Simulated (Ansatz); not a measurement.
Consider the isomerisation: `CB1N=C1C` → `BCN=C=C`.

Program: Ansatz. Geometries: PBE0-D4/def2-TZVP. ΔE: electronic, gas phase. CCSD(T)/CBS adds triple-zeta CCSD(T) − MP2 to the extrapolated MP2 energy (def2 sets, frozen cores). DFT in def2-TZVPP. One conformer a species, not always the lowest.

`CB1N=C1C`:

Z-matrix (Å, degrees):
```
C
B 1 1.545
H 1 1.092 2 112.5
H 1 1.096 2 108.9 3 119.2
H 1 1.092 2 112.1 3 -123.4
N 2 1.430 1 144.9 3 -17.5
C 2 1.452 1 161.3 3 166.1
C 7 1.471 2 166.0 1 -3.2
H 8 1.093 7 109.7 2 59.0
H 8 1.092 7 111.4 2 -179.3
H 8 1.093 7 109.7 2 -57.6
```

`BCN=C=C`:

```xyz
11

B     2.037   -0.270   -0.529
C     0.544   -0.197   -0.950
N    -0.262    0.796   -0.271
C    -1.135    0.543    0.528
C    -2.092    0.353    1.400
H     2.719   -1.098   -1.059
H     2.509    0.472    0.279
H     0.100   -1.204   -0.902
H     0.565    0.049   -2.024
H    -1.866    0.291    2.455
H    -3.120    0.263    1.073
```

```tsv
level	ΔE (kJ/mol)	difference from CCSD(T)/CBS
PBE-D4	168.8	-11.4
BLYP-D4	146.7	-33.5
r2SCAN0-D4	186.2	6.0
PBE-QIDH	192.5	12.3
PBE	169.1	-11.1
RPA@PBE/def2-TZVPP	172.4	-7.8
MP2/def2-TZVPP	187.0	6.8
SCS-MP2/def2-TZVPP	178.8	-1.4
HF/def2-QZVPP	176.0	-4.2
MP2/CBS(def2)	188.6	8.4
CCSD(T)/CBS	180.2	0
```

Largest T1 diagnostic among the species: 0.013.

From BLYP to BHLYP (50 % exact exchange), in def2-TZVPP and without D4, ΔE moves by +27.2 kJ/mol. Leaving LDA and LC-ωPBE aside and taking each functional with its dispersion term where it has one, the values spread over 45.7 kJ/mol, from BLYP-D4 to PBE-QIDH. LDA lies +6.8 kJ/mol from PBE without D4.
